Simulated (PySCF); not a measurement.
**The third ionisation energy along group 14**

Calculated with PySCF 2.14 from differences of total energies of unrestricted determinants, without spin-orbit coupling. Values in eV. The last column holds reference values (NIST; (s) semi-empirical, (t) theoretical, else measured). Unmarked ones compare directly (S terms, centres of terms, or small fine structure); those marked * lie between the lowest fine-structure levels and include a spin-orbit shift.

```tsv
element	configurations	CCSD (valence)	CCSDT (valence)	FCI (valence)	LDA	PBE	PBE0	reference
C (aug-cc-pwCVDZ, non-relativistic)	[He] 2s2 → [He] 2s1	47.761	47.761	47.761	46.934	47.107	47.041	47.888
Ge (aug-cc-pwCVDZ-PP with ECP10MDF, ECP)	[Ar] 3d10 4s2 → [Ar] 3d10 4s1	33.268	33.268	33.268	34.761	34.302	33.965	34.058
Sn (aug-cc-pwCVDZ-PP with ECP28MDF, ECP)	[Kr] 4d10 5s2 → [Kr] 4d10 5s1	29.460	29.460	29.460	31.282	30.796	30.427	30.506
Pb (aug-cc-pwCVDZ-PP with ECP60MDF, ECP)	[Xe] 4f14 5d10 6s2 → [Xe] 4f14 5d10 6s1	30.502	30.502	30.502	32.600	32.099	31.753	31.937
```

Question: Fill in the row of Si (aug-cc-pwCVDZ, non-relativistic) ([Ne] 3s2 → [Ne] 3s1).

Answer: CCSD (valence) 33.173; CCSDT (valence) 33.173; FCI (valence) 33.173; LDA 33.543; PBE 33.415; PBE0 33.281; reference 33.493 (eV).

"Valence" correlates the outer s and p shells and, in groups 3 to 12 and the f block, the outer d or f shell, open or full, or the next shell where the ion has no valence electron left; the wider scheme adds the next inner shell.
